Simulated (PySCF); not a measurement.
**Working out the excitation energy of In**

In [Kr] 4d10 5s2 5p1 (2P) → In [Kr] 4d10 5s2 6s1 (2S). All numbers are calculated (PySCF 2.14, scalar relativity through the core potential, in aug-cc-pwCVDZ-PP with ECP28MDF). Frozen: 4s2 4p6 4d10. Energies in hartree (1 hartree = 27.21139 eV):

```
            part   In (lower)   In (upper)
             UHF  -189.205747  -189.104711
CCSD correlation    -0.039904    -0.038430
             (T)    -0.000569    -0.000597
```

**Question.** What does Hartree-Fock give?

**Answer.** (-189.104711) − (-189.205747) = 0.101036 hartree = 2.749 eV.

**Question.** What do CCSD and CCSD(T) give?

**Answer.** The CCSD correlation energies differ by 0.001474 hartree = 0.040 eV and the triples by -0.000028 hartree = -0.001 eV, so CCSD gives 2.789 eV and CCSD(T) 2.788 eV.

Measured between the centres of the two terms (NIST): 2.839 eV, so CCSD(T) (valence) is off by -0.051 eV.

A double-zeta basis recovers only part of the correlation energy.

What remains against the reference includes basis incompleteness, the frozen core and higher excitations.
